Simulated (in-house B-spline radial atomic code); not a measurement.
Results of a calculation; reference values are marked as such.
**Softness against transferability: the 3p channel of V**

V, [Ar] 3d3 4s2, non-relativistic PBE, spherical and spin-unpolarised, from a B-spline radial code for spherical atoms (atomic units). The all-electron 3p level is ε = -1.613304 hartree, its outermost node lies just inside 0.36 bohr and its outer maximum at 0.85 bohr.

Troullier-Martins pseudo-orbitals are made for several radii. The cutoffs (hartree) are the plane-wave energies beyond which the orbital holds less than the named kinetic energy per electron. The phase error is the difference, pseudo minus all-electron, of arctan(R P'/P) at R = 1.49 bohr for all radii, half a hartree below and above the level.

```
r_c (bohr)  V_l(0) (hartree)  cutoff for 10 mEh  for 1 mEh  for 0.1 mEh  phase error at ε − 0.5 (mrad)  at ε + 0.5 (mrad)
      0.64            -55.31                129        169        > 450                           -2.5               -0.6
      0.74            -17.29               65.4        105          193                           -1.7               -0.4
      0.85             -6.72               17.3       43.4         86.1                           -1.3               -0.3
      0.96             -5.92               17.8       45.3         80.9                           -1.2               -0.3
      1.07             -6.82               17.1       40.1         54.5                           -1.5               -0.4
      1.19             -7.70               16.8       31.4         45.3                           -2.3               -0.5
```

(1) Which radius needs the lowest cutoff for 1 mEh while both phase errors stay within 1.8 mrad?

(2) What does the larger radius buy, and what does it cost?

Results:

(1) The radii within that limit are 0.74, 0.85, 0.96, 1.07 bohr; of these r_c = 1.07 needs the least, 40.1 hartree, that is 80.2 Ry or 1091 eV.

(2) From r_c = 0.64 to 1.19 bohr the cutoff for 1 mEh goes from 169 to 31.4 hartree, a factor of 5.38, against 3.46 for a pure 1/r_c² scaling, end to end; step by step it is 169, 105, 43.4, 45.3, 40.1, 31.4, and for 0.1 mEh > 450, 193, 86.1, 80.9, 54.5, 45.3; the number of plane waves goes as the cutoff to the power 3/2, here a factor of 12.5. The larger of the two phase errors is least at r_c = 0.96 bohr, 1.2 mrad; it is 2.5 at the smallest radius and 2.3 at the largest. These errors test the reference atom alone. Large radii also let the cores of neighbours overlap, which an atom doesn't show.
